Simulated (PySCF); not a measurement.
Correlation energy of Au(3+) (gold, charge +3)

[Xe] 4f14 5d8, high-spin 3F determinant. Computed with PySCF 2.14 in def2-QZVPPD with the def2 core potential (60 electrons) (7s5p4d4f2g, 88 functions), with scalar relativity through the core potential. Frozen: 5s2 5p6; 8 electrons correlated.

| level | correlation energy (mhartree) |
| --- | --- |
| CCSD | -200.56 |
| (T) | -5.00 |
| CCSD(T) | -205.56 |

Diagnostics: T1 = 0.0011, D1 = 0.0019, largest double amplitude 0.024.

Spin-orbit coupling, absent here, splits the open shell strongly.

Cost of the coupled-cluster step: of the order of 40 core-seconds, for 8 correlated electrons.

Iterations:

```
CC2 = 0
CCSD nocc = (np.int64(5), np.int64(3)), nmo = (84, 84)
frozen orbitals [[0, 1, 2, 3], [0, 1, 2, 3]]
max_cycle = 100
direct = 0
conv_tol = 1e-08
conv_tol_normt = 1e-06
diis_space = 8
diis_start_cycle = 0
Init t2, MP2 energy = -0.202175327523237
Init E_corr(UCCSD) = -0.202175327524223
cycle = 1  E_corr(UCCSD) = -0.199414747214465  dE = 0.00276058031  norm(t1,t2) = 0.0157747
cycle = 2  E_corr(UCCSD) = -0.20019352155736  dE = -0.000778774343  norm(t1,t2) = 0.00705839
cycle = 3  E_corr(UCCSD) = -0.200564272630061  dE = -0.000370751073  norm(t1,t2) = 0.00406498
cycle = 4  E_corr(UCCSD) = -0.200567345827046  dE = -3.07319698e-06  norm(t1,t2) = 0.000974878
cycle = 5  E_corr(UCCSD) = -0.200559487247862  dE = 7.85857918e-06  norm(t1,t2) = 0.00020236
cycle = 6  E_corr(UCCSD) = -0.200562450071397  dE = -2.96282353e-06  norm(t1,t2) = 5.05043e-05
cycle = 7  E_corr(UCCSD) = -0.200562678334429  dE = -2.28263033e-07  norm(t1,t2) = 6.71396e-06
cycle = 8  E_corr(UCCSD) = -0.200562545283394  dE = 1.33051035e-07  norm(t1,t2) = 1.55421e-06
cycle = 9  E_corr(UCCSD) = -0.200562556803506  dE = -1.15201116e-08  norm(t1,t2) = 3.12374e-07
cycle = 10  E_corr(UCCSD) = -0.200562558489804  dE = -1.68629835e-09  norm(t1,t2) = 5.62876e-08
UCCSD converged
E(UCCSD) = -132.8753386252764  E_corr = -0.2005625584898044
UCCSD(T) correction = -0.00499898683840588
```
